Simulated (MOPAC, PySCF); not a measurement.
Cl2FGa, SMILES `[F][Ga]([Cl])[Cl]`, neutral singlet in the gas phase. 

Z-matrix (Å, degrees):
```
Ga
F 1 1.7332
Cl 1 2.1039 2 118.29
Cl 1 2.1039 2 118.29 3 -179.99
```
Charge 0, spin multiplicity 1.

All levels are single points at this geometry (PBE0-D4/def2-TZVP); Pople sets use spherical d functions. Orbital energies aren't observables, and empty levels follow the basis.

PBE-D3(BJ)/def2-TZVP in PySCF gives dipole (D) = 0.81.

Task: Estimate the dipole (D) from each of these levels: B3LYP-D3(BJ)/def2-TZVP in PySCF; PBE0-D4/def2-TZVP in PySCF; B3LYP/3-21G in PySCF; B3LYP/6-311+G** (LANL2DZ on Ga) in PySCF; B3LYP/6-31G* in PySCF; B3LYP/LANL2DZ in PySCF; BP86/6-31G* in PySCF; PBE/6-31G* in PySCF; SVWN5/6-31G* in PySCF; HF/6-31G* in PySCF; HF/STO-3G in PySCF; PM7 in MOPAC.

Result: 
```
level                                     dipole (D)
----------------------------------------  ----------
B3LYP-D3(BJ)/def2-TZVP in PySCF                 0.88
PBE0-D4/def2-TZVP in PySCF                      0.85
B3LYP/3-21G in PySCF                            0.12
B3LYP/6-311+G** (LANL2DZ on Ga) in PySCF        0.99
B3LYP/6-31G* in PySCF                           0.64
B3LYP/LANL2DZ in PySCF                          0.75
BP86/6-31G* in PySCF                            0.55
PBE/6-31G* in PySCF                             0.54
SVWN5/6-31G* in PySCF                           0.62
HF/6-31G* in PySCF                              0.73
HF/STO-3G in PySCF                              1.26
PM7 in MOPAC                                    0.89
```
